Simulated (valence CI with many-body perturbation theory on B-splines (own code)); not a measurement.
## Al7+: electric-dipole lines

Computed by valence CI with perturbative core correlation (CI+MBPT): four valence electrons over a frozen Dirac-Fock core [He], radial functions for each j: 11 s, 11 p, 9 d, 7 f, 5 g, 2 h, 1 i, with the one-electron correlation potential Σ1, the two-electron term Σ2, the three-electron term Σ3, Breit, model QED; selected CI, second order for the rest, scaled by the run's own slope (own B-spline code, finite nucleus).

No measured spectrum was set against this ion. As an estimate, levels hold to about 100 cm⁻¹ or 0.05 % of their energy and the worst to 300 or 400 cm⁻¹, as in measured light ions of charge 2 to 7. Among the levels kept, up to 270 cm⁻¹ of a level comes from second order outside the variational space, and about a tenth of that is noise between levels of different J, which matters for small intervals.

Lines 51 to 100 of 264 in falling wavelength, among levels below 1610300 cm⁻¹, chosen from the strongest by gf and those to the six lowest levels. Wavelengths and rates use the calculated energies, so an error of 200 cm⁻¹ moves a line at 1210 Å by 0.24 % and its rate by three times that or more. Electric multipoles are in the length gauge, E1 and E2 with the static RPA response of the core. Weak lines are less certain than strong ones. Lines between different terms over intervals too small for the method are left out, as are lines whose strength nearly cancels. The highest levels of a list are the least certain.

Names give the largest LS component (configuration and term), which can be under half, so a name can repeat, a term be missing and a line seem to break the LS rules; names also repeat where a configuration has a term twice.

| λ vac (Å) | Upper | Lower | A (s⁻¹) | S (a.u.) with core polarisation | S without |
| --- | --- | --- | --- | --- | --- |
| 1210 | 2s2.2p.3p 3S_1 | 2s2.2p.3s 3P°_0 | 1.04e+08 | 2.74e-01 | 2.74e-01 |
| 1201 | 2s2.2p.3d 3D°_2 | 2s2.2p.3p 3S_1 | 1.15e+08 | 4.91e-01 | 4.91e-01 |
| 1195 | 2s2.2p.3d 3P°_1 | 2s2.2p.3p 3P_1 | 1.88e+08 | 4.76e-01 | 4.76e-01 |
| 1192 | 2s2.2p.3p 3P_1 | 2s2.2p.3s 3P°_2 | 4.05e+08 | 1.02e+00 | 1.02e+00 |
| 1188 | 2s2.2p.3d 3P°_0 | 2s2.2p.3p 3P_1 | 3.39e+08 | 2.80e-01 | 2.80e-01 |
| 1177 | 2s2.2p.3d 3F°_2 | 2s2.2p.3p 1P_1 | 2.86e+08 | 1.15e+00 | 1.15e+00 |
| 1171 | 2s2.2p.3p 3P_2 | 2s2.2p.3s 3P°_2 | 5.36e+08 | 2.13e+00 | 2.13e+00 |
| 1164 | 2s2.2p.3p 3P_0 | 2s2.2p.3s 3P°_1 | 6.76e+08 | 5.27e-01 | 5.27e-01 |
| 1152 | 2s.2p3 5S°_2 | 2s2.2p2 1D_2 | 2.98e+01 | 1.12e-07 | 1.13e-07 |
| 1144 | 2s2.2p.3p 3P_1 | 2s2.2p.3s 3P°_1 | 1.03e+08 | 2.27e-01 | 2.27e-01 |
| 1133 | 2s2.2p.3d 1D°_2 | 2s2.2p.3p 1P_1 | 1.95e+08 | 7.02e-01 | 7.01e-01 |
| 1128 | 2s2.2p.3p 3P_1 | 2s2.2p.3s 3P°_0 | 1.54e+08 | 3.27e-01 | 3.27e-01 |
| 1127 | 2s2.2p.3d 3P°_2 | 2s2.2p.3p 3S_1 | 3.82e+08 | 1.35e+00 | 1.35e+00 |
| 1124 | 2s2.2p.3p 3P_2 | 2s2.2p.3s 3P°_1 | 1.51e+08 | 5.29e-01 | 5.29e-01 |
| 1115 | 2s2.2p.3d 3P°_1 | 2s2.2p.3p 3S_1 | 3.19e+08 | 6.55e-01 | 6.55e-01 |
| 1108 | 2s2.2p.3d 3P°_0 | 2s2.2p.3p 3S_1 | 2.99e+08 | 2.01e-01 | 2.01e-01 |
| 1088 | 2s2.2p.3d 3D°_3 | 2s2.2p.3p 3D_3 | 1.98e+08 | 8.80e-01 | 8.80e-01 |
| 1069 | 2s2.2p.3d 3D°_2 | 2s2.2p.3p 3D_2 | 1.59e+08 | 4.79e-01 | 4.79e-01 |
| 1061 | 2s2.2p.3d 3D°_1 | 2s2.2p.3p 3D_1 | 1.20e+08 | 2.12e-01 | 2.12e-01 |
| 1060 | 2s2.2p.3p 1D_2 | 2s2.2p.3s 1P°_1 | 9.96e+08 | 2.93e+00 | 2.93e+00 |
| 1043 | 2s2.2p.3d 3P°_2 | 2s2.2p.3p 3D_3 | 7.56e+07 | 2.12e-01 | 2.12e-01 |
| 990.0 | 2s.2p2.3p 5S°_2 | 2s.2p2.3s 5P_3 | 6.73e+08 | 1.61e+00 | 1.61e+00 |
| 968.9 | 2s.2p2.3p 5S°_2 | 2s.2p2.3s 5P_2 | 4.43e+08 | 9.95e-01 | 9.95e-01 |
| 953.8 | 2s.2p2.3p 5S°_2 | 2s.2p2.3s 5P_1 | 2.52e+08 | 5.40e-01 | 5.40e-01 |
| 844.3 | 2s2.2p.3p 1S_0 | 2s2.2p.3s 1P°_1 | 2.10e+09 | 6.23e-01 | 6.24e-01 |
| 790.9 | 2s2.2p.3d 1P°_1 | 2s2.2p.3p 1P_1 | 7.70e+08 | 5.64e-01 | 5.64e-01 |
| 774.0 | 2s.2p3 5S°_2 | 2s2.2p2 3P_2 | 7.43e+04 | 8.50e-05 | 8.56e-05 |
| 758.1 | 2s.2p3 5S°_2 | 2s2.2p2 3P_1 | 3.11e+04 | 3.34e-05 | 3.36e-05 |
| 637.5 | 2s.2p2.3p 3D°_2 | 2s2.2p.3p 3P_1 | 3.97e+08 | 2.54e-01 | 2.54e-01 |
| 636.2 | 2s.2p2.3p 3D°_1 | 2s2.2p.3p 3P_0 | 3.16e+08 | 1.21e-01 | 1.21e-01 |
| 635.9 | 2s.2p2.3p 3D°_3 | 2s2.2p.3p 3P_2 | 5.19e+08 | 4.61e-01 | 4.61e-01 |
| 602.6 | 2s.2p3 3D°_1 | 2s2.2p2 1S_0 | 2.06e+05 | 6.68e-05 | 6.72e-05 |
| 591.6 | 2s.2p2.3p 3P°_2 | 2s2.2p.3p 3P_2 | 4.37e+08 | 2.23e-01 | 2.23e-01 |
| 546.3 | 2s.2p2.3s 3P_2 | 2s2.2p.3s 3P°_2 | 3.41e+08 | 1.37e-01 | 1.37e-01 |
| 493.6 | 2p4 1D_2 | 2s.2p3 1P°_1 | 9.11e+08 | 2.70e-01 | 2.72e-01 |
| 490.8 | 2p4 3P_2 | 2s.2p3 3S°_1 | 1.92e+09 | 5.59e-01 | 5.62e-01 |
| 483.4 | 2p4 3P_1 | 2s.2p3 3S°_1 | 2.06e+09 | 3.44e-01 | 3.46e-01 |
| 480.4 | 2p4 3P_0 | 2s.2p3 3S°_1 | 2.13e+09 | 1.16e-01 | 1.17e-01 |
| 470.1 | 2s.2p3 3P°_1 | 2s2.2p2 1S_0 | 1.06e+06 | 1.63e-04 | 1.64e-04 |
| 464.4 | 2s.2p3 3D°_3 | 2s2.2p2 1D_2 | 2.76e+06 | 9.55e-04 | 9.61e-04 |
| 464.1 | 2s.2p3 3D°_2 | 2s2.2p2 1D_2 | 5.49e+05 | 1.35e-04 | 1.36e-04 |
| 463.9 | 2s.2p3 3D°_1 | 2s2.2p2 1D_2 | 3.44e+05 | 5.09e-05 | 5.13e-05 |
| 399.7 | 2p4 1D_2 | 2s.2p3 1D°_2 | 8.23e+09 | 1.30e+00 | 1.30e+00 |
| 387.9 | 2s.2p3 3D°_3 | 2s2.2p2 3P_2 | 1.95e+09 | 3.94e-01 | 3.96e-01 |
| 387.8 | 2s.2p3 3D°_2 | 2s2.2p2 3P_2 | 3.78e+08 | 5.44e-02 | 5.47e-02 |
| 387.6 | 2s.2p3 3D°_1 | 2s2.2p2 3P_2 | 3.62e+07 | 3.12e-03 | 3.14e-03 |
| 383.8 | 2s.2p3 3D°_2 | 2s2.2p2 3P_1 | 1.64e+09 | 2.29e-01 | 2.31e-01 |
| 383.6 | 2s.2p3 3D°_1 | 2s2.2p2 3P_1 | 7.77e+08 | 6.50e-02 | 6.54e-02 |
| 382.5 | 2s.2p2.3s 3D_3 | 2s2.2p.3s 3P°_2 | 2.77e+09 | 5.36e-01 | 5.39e-01 |
| 382.4 | 2s.2p2.3s 3D_2 | 2s2.2p.3s 3P°_2 | 6.50e+08 | 8.97e-02 | 9.02e-02 |
